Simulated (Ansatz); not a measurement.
Program: Ansatz. Geometries: PBE0-D4/def2-TZVP. ΔE: electronic, gas phase. CBS: MP2 limit from def2 TZ/QZ plus the TZ coupled-cluster correction, frozen cores. This one scheme is used for every species. DFT in def2-TZVPP. HSE06 is defined as in plane-wave codes. Elements past krypton have def2 core potentials. For W outer-core shells are correlated without core-valence functions, which leaves a few kJ/mol of doubt a bond. Each species was taken in one conformer, which may not be the lowest.

Consider the formal exchange of groups at a W–O bond: `[NH]=[W](=[NH])([OH])[Cl]` + CH₄ → `[CH3][W](=[NH])(=[NH])[Cl]` + H₂O.

`[NH]=[W](=[NH])([OH])[Cl]`:

```xyz
8

N    -1.309    0.644   -0.495
W     0.311    0.180   -0.044
N     0.384   -0.329    1.621
O     0.831   -1.295   -1.110
Cl    1.667    2.008   -0.299
H    -2.285    0.824   -0.316
H     0.052   -0.516    2.554
H     0.349   -1.514   -1.911
```

CH₄:

```xyz
5

C     0.000    0.000    0.000
H     0.770   -0.727    0.256
H    -0.600    0.221    0.883
H    -0.640   -0.409   -0.781
H     0.470    0.915   -0.358
```

`[CH3][W](=[NH])(=[NH])[Cl]`:

Cartesian coordinates in Å:
```
C -0.345 -1.395 0.476
W -0.261 0.572 -0.288
N 0.322 1.502 1.065
N 0.930 0.458 -1.556
Cl -2.293 1.310 -1.053
H 0.618 -1.751 0.841
H -1.060 -1.416 1.304
H -0.684 -2.064 -0.322
H 0.973 2.102 1.550
H 1.799 0.681 -2.016
```

H₂O:

Z-matrix (Å, degrees):
```
O
H 1 0.960
H 1 0.960 2 105.1
```

CCSD(T)/CBS gives +1.01 eV.

(1) Another level gave +1.08 eV. Which?
A. r2SCAN0-D4/def2-TZVPP
B. BHLYP/def2-TZVPP
C. BLYP/def2-TZVPP
D. HSE06-D4/def2-TZVPP

Largest T1 diagnostic among the species: 0.020.

Results:

(1) D. HSE06-D4 1.08, BHLYP 1.19, r2SCAN0-D4 1.13, BLYP 1.24 eV.

From PBE to PBE0 (25 % exact exchange), in def2-TZVPP and without D4, ΔE moves by −0.04 eV. Leaving LDA and LC-ωPBE aside and taking each functional with its dispersion term where it has one, the values, not all of them listed here, spread over 0.17 eV, from PBE-QIDH to B97M-V.
